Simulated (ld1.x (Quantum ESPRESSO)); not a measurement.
## cobalt (Co), TM: configuration errors across variants

- Element: cobalt (Co)
- Generator: ld1.x (Quantum ESPRESSO) 7.5
- Type: norm-conserving Troullier–Martins (Kleinman–Bylander form)
- Functional: BP86
- Relativity: non-relativistic
- Frozen core: [Ne] 3s2
- Valence charge: 15
- Reference configuration: 3p6 3d7 4s1 4p0 (charge +1)
- Partial waves: 3p (bound): rc 0.80 bohr; 3d (bound): rc 1.75 bohr; 4s (bound): rc 2.30 bohr
- Local potential: the s channel
- Core correction: none

All-electron excitation energies from the reference (eV): (1) 3p6 3d7 4s2 4p0 -9.074; (2) 3p6 3d7 4s0 4p0 16.633; (3) 3p6 3d6 4s0 4p0 52.801; (4) 3p5 3d7 4s2 4p0 64.069; (5) 3p6 3d5 4s0 4p0 108.526; (6) 3p6 3d7 4s0 4p2 -0.336; (7) 3p6 3d6 4s2 4p0 6.613.

Errors AE − PS in meV (a dash: test not solved or not reliable):

```tsv
change	(1)	(2)	(3)	(4)	(5)	(6)	(7)	bound ghosts
base	-1.9	-8.7	-194	-802	-593	-1584	-183	none
all radii scaled by about 0.77 (s 1.76, p 0.62, d 1.34 bohr)	-2.6	-10	-273	-572	-1188	-1535	-282	none
all radii scaled by about 0.86 (s 1.98, p 0.68, d 1.50 bohr)	-3.6	-12	-235	-686	-960	-1584	-283	none
all radii scaled by about 1.06 (s 2.44, p 0.86, d 1.86 bohr)	0.0	-7.4	-182	-851	-381	-1587	-93	none
all radii scaled by about 1.19 (s 2.74, p 0.96, d 2.08 bohr)	+2.8	-9.3	-174	-897	-41	-1600	+71	none
all radii scaled by about 1.29 (s 2.98, p 1.04, d 2.26 bohr)	+4.8	-20	-200	-876	+209	-1625	+247	none
all radii scaled by about 1.35 (s 3.10, p 1.08, d 2.36 bohr)	+5.6	-24	-168	-906	+521	-1633	+342	none
```

Question: Give the same row for: all radii scaled by about 0.97 (s 2.22, p 0.78, d 1.70 bohr).

Answer: -2.3, -9.3, -199, -784, -658, -1584, -206; bound ghosts: none.
